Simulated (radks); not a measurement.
Spherical quantum dot in the effective-mass picture: electrons in a parabolic well V = omega^2 r^2 / 2 with omega = 0.0594, with a point charge +1 (a donor) at the centre, all in effective atomic units (hartree* = m*/eps^2 hartree, bohr* = eps/m* bohr), one dielectric constant everywhere. Method: non-relativistic Kohn-Sham, exchange-only LDA, spin-polarised, spherical densities; computed with a radial shooting solver with Libxc functionals. Levels are named by radial order and angular momentum (1s, 1p, 1d, 2s, ...), and open shells are averaged over m. Results are scaled to m* = 0.264 and eps = 13.7, for which hartree* = 38.27 meV and bohr* = 2.746 nm.

N = 11, configuration 1s2 1p(up 3, down 0) 1d(up 5, down 0) 2s(up 1, down 0). This is the lowest configuration that the search found (a dilute case). Occupied and some empty levels:

level    occupation  eigenvalue (meV)  <r> (nm)
1s up             1            36.999     21.20
1s down           1            37.487     6.426
1p up             3            37.673     29.48
2s up             1            38.018     16.59
1d up             5            38.426     31.32
1f up             0            39.391     33.07
1g up             0            40.521     34.73
2p up             0            40.576     29.17
2s down           0            40.916     28.73
1p down           0            41.166     28.96
1d down           0            41.946     33.59
1f down           0            42.785     36.28
2p down           0            42.928     28.71
1g down           0            43.724     38.27

Energy (meV): total 209.073, kinetic 32.320, external -4.4444, Hartree 222.27, exchange-correlation -41.074.

Electron density:

r (nm)  n(r) (e/nm^3)
1.14         0.006773
4.01         0.001117
6.89        0.0002619
9.76       0.00008151
12.6       0.00003560
15.5       0.00002634
18.4       0.00003013
21.3       0.00003859
24.1       0.00004643
27.0       0.00004960
29.9       0.00004611
32.7       0.00003695
35.6       0.00002519
38.5       0.00001453
41.4        7.121e-06
44.2        2.931e-06
47.1        1.032e-06
50.0        3.070e-07
52.9        7.787e-08
55.7        1.724e-08
